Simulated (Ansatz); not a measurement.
CH9GeInOSi, SMILES `O[CH2][In]([SiH3])[GeH3]`. The species carries charge 0 and has multiplicity 1. In: def2 effective core potential. Geometry: relaxed with PBE0-D4/def2-TZVP. It is one conformer, not always the lowest.

```xyz
14

O    -2.393   -0.874    1.181
C    -1.786    0.380    0.922
In    0.121    0.045   -0.075
Si    0.920   -2.350   -0.593
Ge    1.539    2.163   -0.676
H    -3.236   -0.727    1.619
H    -2.409    1.015    0.276
H    -1.599    0.946    1.845
H     1.708   -2.395   -1.857
H     1.821   -2.807    0.505
H    -0.194   -3.329   -0.707
H     1.666    3.134    0.518
H     0.873    2.965   -1.816
H     2.971    1.835   -1.143
```

**Question.** What is the dipole moment at B3LYP/def2-TZVPP? (Best estimate.)

**Answer.** Ansatz gave: 1.96 D, with components (-1.59, 0.81, 0.80) D in this frame, pointing from negative to positive charge.

**Question.** And with PBE, r2SCAN, ωB97M-V? (Best estimate.)

**Answer.** The calculation gave: PBE 2.00 D, r2SCAN 1.97 D, ωB97M-V 1.91 D.

**Question.** Give the Mulliken charges with B3LYP, PBE, ωB97M-V in def2-TZVPP. (An estimate is asked.)

**Answer.** Computed: 
| atom | B3LYP | PBE | ωB97M-V |
| --- | --- | --- | --- |
| O1 | -0.34 | -0.30 | -0.32 |
| C2 | -0.28 | -0.30 | -0.32 |
| In3 | 0.53 | 0.54 | 0.42 |
| Si4 | 0.03 | -0.05 | -0.03 |
| Ge5 | -0.09 | -0.11 | -0.13 |
| H6 | 0.18 | 0.18 | 0.17 |
| H7 | 0.10 | 0.10 | 0.12 |
| H8 | 0.10 | 0.10 | 0.13 |
| H9 | -0.06 | -0.04 | -0.02 |
| H10 | -0.06 | -0.04 | -0.02 |
| H11 | -0.05 | -0.04 | -0.01 |
| H12 | -0.02 | -0.02 | 0.00 |
| H13 | -0.02 | -0.02 | 0.01 |
| H14 | -0.02 | -0.01 | 0.01 |

B3LYP here is the variant with VWN-RPA as its local correlation; programs differ in this.
